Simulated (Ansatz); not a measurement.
Stepwise reaction of `O[Si](O)(O)Cl` with hydrogen chloride, as a gas-phase model of exchange steps in deposition or etching. ΔE in kJ/mol; ΔG adds harmonic PBE0-D4 terms to CCSD(T)/CBS, at 1 bar.

Isolated molecules relaxed with PBE0-D4/def2-TZVP in Ansatz; ΔE leaves out vibrations. CBS: MP2 limit from def2 TZ/QZ plus the TZ coupled-cluster correction, frozen cores. This one scheme is used for every species. Functionals use def2-TZVPP. B3LYP here is the variant with VWN-RPA as its local correlation; programs differ in this. One conformer a species, not always the lowest.

```
step                                            reaction  PBE-D4  B3LYP-D4  ωB97M-V  CCSD(T)/CBS  ΔG(500 K)
   1      `O[Si](O)(O)Cl` + HCl → `O[Si](O)(Cl)Cl` + H₂O     9.1      17.4     16.2         14.6       13.7
   3  `O[Si](Cl)(Cl)Cl` + HCl → `Cl[Si](Cl)(Cl)Cl` + H₂O     9.3      17.6     17.0         14.6       30.5
```

Give the row of step 2, `O[Si](O)(Cl)Cl` + HCl → `O[Si](Cl)(Cl)Cl` + H₂O. (Estimate.)

Computed: 
| step | reaction | PBE-D4 | B3LYP-D4 | ωB97M-V | CCSD(T)/CBS | ΔG(500 K) |
| --- | --- | --- | --- | --- | --- | --- |
| 2 | `O[Si](O)(Cl)Cl` + HCl → `O[Si](Cl)(Cl)Cl` + H₂O | 9.5 | 17.8 | 17.0 | 15.1 | 19.0 |

By hand: ΔE of the 3 steps together at CCSD(T)/CBS.

(14.6) + (15.1) + (14.6) = 44.3 kJ/mol, or 14.8 kJ/mol a step.

In ΔE the steps differ by no more than 0.5 kJ/mol. All are uphill at CCSD(T)/CBS. ΔG lies between 13.7 and 30.5 kJ/mol a step. PBE-D4 differs from CCSD(T)/CBS by -5.6 to -5.3 kJ/mol a step. Isolated molecules leave out the surface, adducts and barriers. Largest T1 diagnostic: 0.011.
